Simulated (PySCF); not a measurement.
This PySCF input asks for the NMR shieldings of `InChI=1S/C3H11BNP/c5-4(6)3-1-2-3/h3-4H,1-2,6H2,5H3/t4-/m1/s1`; the geometry comes from GFN2-xTB.

```python
import basis_set_exchange as bse
import numpy as np
from pyscf import gto, dft
from pyscf.prop import nmr

atoms = """
N     1.425849   -1.365990    0.189815
B     0.802200    0.043636   -0.413432
P     2.167997    1.401569    0.050973
C    -0.605146    0.228243    0.326056
C    -1.813676    0.756681   -0.392463
C    -1.761757   -0.684671   -0.000850
H     1.535052   -1.269983    1.195655
H     0.780211   -2.124190   -0.011962
H     2.331948   -1.544905   -0.233389
H     0.740732   -0.103143   -1.591423
H     1.512717    2.471051   -0.522482
H     1.682988    1.719063    1.311932
H    -0.562126    0.514017    1.376359
H    -2.493540    1.409235    0.135364
H    -1.708293    0.997076   -1.439465
H    -2.406642   -1.021774    0.798773
H    -1.635513   -1.413886   -0.789373
"""
names = dict.fromkeys(["N", "B", "P", "C", "H"], "pcSseg-1")
basis = {el: gto.basis.parse(bse.get_basis(n, elements=[el], fmt="nwchem")) for el, n in names.items()}
mol = gto.M(atom=atoms, basis=basis, charge=0, verbose=0)
mf = dft.RKS(mol, xc="PBE0")
mf.grids.level = 2
mf.grids.alignment = dft.numint.BLKSIZE   # the property module wants whole blocks of grid points
mf.conv_tol = 1e-9
mf.kernel()

calc = nmr.RKS(mf)   # GIAO
C = mf.mo_coeff
Co = C[:, mf.mo_occ > 0]
resp = mf.gen_response(singlet=True, hermi=2)
def vind(x):   # induced exchange potential for any number of trial vectors
    d = np.einsum("pi,xij,qj->xpq", C, 2 * x.reshape(-1, C.shape[1], Co.shape[1]), Co, optimize=True)
    return np.einsum("xpq,pi,qj->xij", resp(d - d.transpose(0, 2, 1)), C, Co, optimize=True).ravel()
mo1, _ = nmr.rhf.solve_mo1(calc, with_cphf=vind)
sigma = calc.kernel(mo1)
for i, s in enumerate(sigma):   # ppm
    w = np.linalg.eigvalsh((s + s.T) / 2)
    print("%2d %-2s iso %8.1f  s11 %8.1f  s22 %8.1f  s33 %8.1f" % (i, mol.atom_pure_symbol(i), w.mean(), *w))
```

Q: Give the expected output.

A: 
```
 0 N  iso    210.7  s11    195.3  s22    216.8  s33    219.9
 1 B  iso    113.5  s11     99.3  s22    115.4  s33    125.9
 2 P  iso    559.2  s11    461.3  s22    600.9  s33    615.3
 3 C  iso    175.0  s11    144.8  s22    161.0  s33    219.3
 4 C  iso    180.6  s11    152.2  s22    175.8  s33    213.7
 5 C  iso    182.6  s11    152.8  s22    177.0  s33    217.9
 6 H  iso     29.1  s11     24.5  s22     26.6  s33     36.2
 7 H  iso     28.4  s11     21.2  s22     26.5  s33     37.6
 8 H  iso     28.5  s11     21.8  s22     25.0  s33     38.8
 9 H  iso     30.0  s11     28.5  s22     30.1  s33     31.4
10 H  iso     30.3  s11     25.5  s22     27.8  s33     37.4
11 H  iso     31.0  s11     27.0  s22     29.2  s33     36.8
12 H  iso     32.2  s11     25.6  s22     30.5  s33     40.5
13 H  iso     31.1  s11     25.4  s22     26.5  s33     41.4
14 H  iso     31.5  s11     25.6  s22     28.4  s33     40.3
15 H  iso     31.4  s11     25.6  s22     26.9  s33     41.9
16 H  iso     32.0  s11     26.5  s22     28.9  s33     40.6
```

These numbers come from an equivalent density-fitted implementation of the same equations, which agrees with the script to about 0.01 ppm for H and up to a few tenths of a ppm for heavy atoms, so last digits may differ.

Size and cost of the density-fitted run: 164 basis functions, 76 s wall time on 1 thread of an Intel Xeon, shared host; peak memory 0.74 GiB.
